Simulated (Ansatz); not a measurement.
## How basis sets differ on C2H4O2Si (SMILES C=C1O[SiH2]O1)

The species is C2H4O2Si (9 atoms), meant as a singlet with charge 0. SMILES: `C=C1O[SiH2]O1`. The shape is that of a PBE0-D4/def2-TZVP optimisation.

Quantity: the HOMO–LUMO gap, in eV. The values are calculated.

```json
{"level": "HF/STO-3G", "kind": "Hartree–Fock", "program": "Ansatz", "value (eV)": "16.39", "CPU time": "1.6 s"}
{"level": "HF/3-21G", "kind": "Hartree–Fock", "program": "Ansatz", "value (eV)": "12.26", "CPU time": "2.6 s"}
{"level": "HF/6-31G* (spherical functions)", "kind": "Hartree–Fock", "program": "Ansatz", "value (eV)": "11.88", "CPU time": "9.3 s"}
{"level": "HF/6-31G** (spherical functions)", "kind": "Hartree–Fock", "program": "Ansatz", "value (eV)": "11.86", "CPU time": "9.3 s"}
{"level": "HF/def2-SVP", "kind": "Hartree–Fock", "program": "Ansatz", "value (eV)": "12.34", "CPU time": "8.1 s"}
```

The values span 11.86 to 16.39 eV. A Hartree–Fock LUMO above zero doesn't converge with the basis: it sinks as sets grow more diffuse. Orbital gaps aren't excitation energies. CPU times are rough (shared hosts, several kinds of processor): they show what a rung costs within a factor of a few.
